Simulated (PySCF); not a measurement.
Isomers C4H11NO3Si2:

A. `CO[SiH2][Si](C#N)(OC)OC`
B. SMILES O=CN1CCCO[Si@@H]1O[SiH3]
C. `InChI=1S/C4H11NO3Si2/c1-3(5(9)10)8-4(6)7-2/h1H2,2,9-10H3`
D. `C=N[SiH2][Si@H](OC)C(=O)OC`

Spectrum 1. $^{13}$C{$^{1}$H} NMR (computed): δ 170.5 (CH), 67.5 (CH2), 44.7 (CH2), 34.6 (CH2).

Spectrum 2. $^{13}$C{$^{1}$H} NMR (computed): δ 192.4 (C), 173.5 (CH2), 54.7 (CH3), 51.4 (CH3).

Spectrum 3. $^{13}$C{$^{1}$H} NMR (computed): δ 124.9 (C), 56.4 (CH3), 52.3 (CH3).

Spectrum 4. $^{13}$C{$^{1}$H} NMR (computed): δ 161.1 (C), 160.9 (C), 81.1 (CH2), 56.8 (CH3).

- geometry: GFN2-xTB
- shielding tensors at PBE0/pcSseg-1 (GIAO)
- code: PySCF 2.14.0 with density-fitted response routines
- single conformer, relativity neglected, averaged over atoms made equivalent by symmetry, fast rotation or ring inversion, no solvent

Chemical shifts δ = σref − σ; TMS for $^{13}$C (186.93 ppm), all at this level. Shifts are as computed. Against solution values, carbons near 30 ppm lie about +3 ppm off and those near 130 ppm about +5 ppm. Of 1309 compounds with measured shifts, 239 miss one by over three times the rms of a fit or turn the order of signals round; such compounds aren't used in these exercises.

Problem. Which spectrum belongs to which compound?

Solution. 1–B, 2–D, 3–A, 4–C.

- Spectrum 1 (B): 4 $^{13}$C signals; δC 170.5 is an amide carbonyl carbon; δC 67.5 is an sp3 CH2 bonded to O.
- Spectrum 2 (D): 4 $^{13}$C signals; δC 54.7 is a methyl carbon bonded to O; δC 51.4 is a methyl carbon bonded to O.
- Spectrum 3 (A): 3 $^{13}$C signals; δC 124.9 is a nitrile carbon; δC 56.4 is a methyl carbon bonded to O.
- Spectrum 4 (C): 4 $^{13}$C signals; δC 161.1 is an alkene carbon bearing oxygen; δC 160.9 is a carbonate carbon.
